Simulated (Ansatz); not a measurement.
The first iterations of a band of CH5BCl2O (10 atoms, charge 0, multiplicity 1).

Level of theory: RKS PBE-D4/6-31G* in Ansatz 0.2.0.

```json
{
 "movable images": "5",
 "climbing image": "yes",
 "spring": "5.0 eV/Å²",
 "optimiser": "quadratic models (default)",
 "start path": "straight line",
 "force threshold": "0.05 eV/Å",
 "iteration limit": "60",
 "end points": "relaxed"
}
```

First end point:

```xyz
10
Properties=species:S:1:pos:R:3
B 0.107 -0.102 0.058
H 0.273 0.637 0.994
Cl 1.591 -0.418 -0.951
Cl -1.431 0.277 -0.894
O -0.204 -1.536 0.829
C -0.483 -2.728 0.013
H 0.428 -2.895 -0.574
H -0.665 -3.562 0.706
H -1.341 -2.537 -0.648
H -0.993 -1.344 1.386
```

Last end point:

```xyz
10
Properties=species:S:1:pos:R:3
B 0.215 -0.536 -0.800
H -0.172 -0.240 2.581
Cl 1.667 0.436 -1.056
Cl -1.387 0.197 -1.045
O 0.377 -1.820 -0.426
C -0.725 -2.710 -0.186
H -0.296 -3.713 -0.049
H -1.265 -2.409 0.727
H -1.424 -2.713 -1.037
H 0.293 -0.701 2.211
```

| iteration | highest image above the first end (eV) | largest band force component (eV/Å) |
| --- | --- | --- |
| 1 | 5.224 | 9.138 |
| 2 | 2.365 | 3.663 |
| 3 | 1.385 | 2.539 |
| 4 | 1.216 | 0.928 |
| 5 | 1.129 | 1.438 |
| 6 | 0.981 | 1.055 |
| 7 | 0.785 | 0.705 |
| 8 | 0.657 | 0.804 |

Problem. Does the band converge within its limit, and where does its top end?

Solution. The run converged. It ended after 26 iterations with the highest image 1.200 eV above the first end. Neighbouring images differ by up to 1.8 eV, so the band resolves the path poorly. Another band between the same ends (5 images) ends at a top of the same energy, where a vibrational analysis finds 1 clearly imaginary mode. The orbitals stay closed-shell, which can raise the energy where a bond breaks towards radicals; this wasn't checked here.

Run time: 110 s on 2 threads of Intel(R) Xeon(R) 6975P-C (Granite Rapids), with other jobs on the host, peak memory 0.16 GiB.
